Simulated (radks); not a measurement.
The numbers below are computed, except where a source is named.
Species: La2+. Configuration: [Xe] 5d1.

Level of theory: Dirac Kohn-Sham, PBE, spin-unpolarised, spherical densities, finite nucleus; open shells are shared between the two j in proportion to 2j + 1; Fermi nuclear charge, rms radius 4.855 fm (a radial shooting solver on a logarithmic mesh with Libxc functionals).

Energy parts (eV):
| part | energy |
|---|---|
| total | -231201.89 |
| kinetic | 247403.28 |
| electron-nucleus | -561777.55 |
| Hartree | 88712.23 |
| exchange-correlation | -5539.85 |

Orbitals (lengths in bohr, moments of r in powers of bohr; <r^-3> diverges for s and p1/2; r(90%) holds 90 % of the orbital's charge):
1s1/2: occ. 2; eigenvalue (eV) -38728.33; <1/r> 62.01; r(90%) 0.0452; small-component weight 4.44e-02
2s1/2: occ. 2; eigenvalue (eV) -6173.512; <1/r> 14.59; r(90%) 0.166; small-component weight 9.62e-03
2p1/2: occ. 2; eigenvalue (eV) -5823.193; <1/r> 14.57; r(90%) 0.148; small-component weight 9.65e-03
2p3/2: occ. 4; eigenvalue (eV) -5410.071; <1/r> 13.25; r(90%) 0.156; <r^-3> 6682; small-component weight 9.09e-03
3s1/2: occ. 2; eigenvalue (eV) -1330.496; <1/r> 5.254; r(90%) 0.419; small-component weight 2.93e-03
3p1/2: occ. 2; eigenvalue (eV) -1182.760; <1/r> 5.166; r(90%) 0.413; small-component weight 2.87e-03
3p3/2: occ. 4; eigenvalue (eV) -1102.242; <1/r> 4.837; r(90%) 0.430; <r^-3> 1336; small-component weight 2.71e-03
3d3/2: occ. 4; eigenvalue (eV) -843.4217; <1/r> 4.700; r(90%) 0.404; <r^-3> 218.0; small-component weight 2.59e-03
3d5/2: occ. 6; eigenvalue (eV) -826.1963; <1/r> 4.616; r(90%) 0.409; <r^-3> 199.0; small-component weight 2.55e-03
4s1/2: occ. 2; eigenvalue (eV) -278.8487; <1/r> 2.171; r(90%) 0.940; small-component weight 8.95e-04
4p1/2: occ. 2; eigenvalue (eV) -224.4781; <1/r> 2.067; r(90%) 0.981; small-component weight 8.31e-04
4p3/2: occ. 4; eigenvalue (eV) -207.3485; <1/r> 1.960; r(90%) 1.02; <r^-3> 285.2; small-component weight 7.81e-04
4d3/2: occ. 4; eigenvalue (eV) -118.2028; <1/r> 1.742; r(90%) 1.15; <r^-3> 38.40; small-component weight 6.40e-04
4d5/2: occ. 6; eigenvalue (eV) -115.2281; <1/r> 1.715; r(90%) 1.16; <r^-3> 34.74; small-component weight 6.27e-04
4f5/2: occ. 0; eigenvalue (eV) -17.1218; <1/r> 1.158; r(90%) 1.98; <r^-3> 3.761; small-component weight 3.11e-04
4f7/2: occ. 0; eigenvalue (eV) -16.8417; <1/r> 1.148; r(90%) 2.00; <r^-3> 3.663; small-component weight 3.07e-04
5s1/2: occ. 2; eigenvalue (eV) -51.4655; <1/r> 0.8543; r(90%) 2.23; small-component weight 2.00e-04
5p1/2: occ. 2; eigenvalue (eV) -36.6671; <1/r> 0.7564; r(90%) 2.52; small-component weight 1.60e-04
5p3/2: occ. 4; eigenvalue (eV) -34.1285; <1/r> 0.7197; r(90%) 2.63; <r^-3> 42.02; small-component weight 1.48e-04
5d3/2: occ. 0.4; eigenvalue (eV) -14.8354; <1/r> 0.5010; r(90%) 3.89; <r^-3> 3.189; small-component weight 7.47e-05
5d5/2: occ. 0.6; eigenvalue (eV) -14.5923; <1/r> 0.4936; r(90%) 3.94; <r^-3> 2.868; small-component weight 7.27e-05
6s1/2: occ. 0; eigenvalue (eV) -13.5147; <1/r> 0.3391; r(90%) 5.35; small-component weight 3.95e-05
6p1/2: occ. 0; eigenvalue (eV) -10.2124; <1/r> 0.2885; r(90%) 6.26; small-component weight 2.96e-05
6p3/2: occ. 0; eigenvalue (eV) -9.8258; <1/r> 0.2787; r(90%) 6.46; <r^-3> 6.497; small-component weight 2.81e-05

The highest occupied level is 5d5/2 at -14.592 eV. The configuration is held as typed, so some empty levels lie below it. The density falls to 0.001 e/bohr^3 at r = 3.93 bohr. The electron density at the nucleus is 3.517e+05 e/bohr^3.
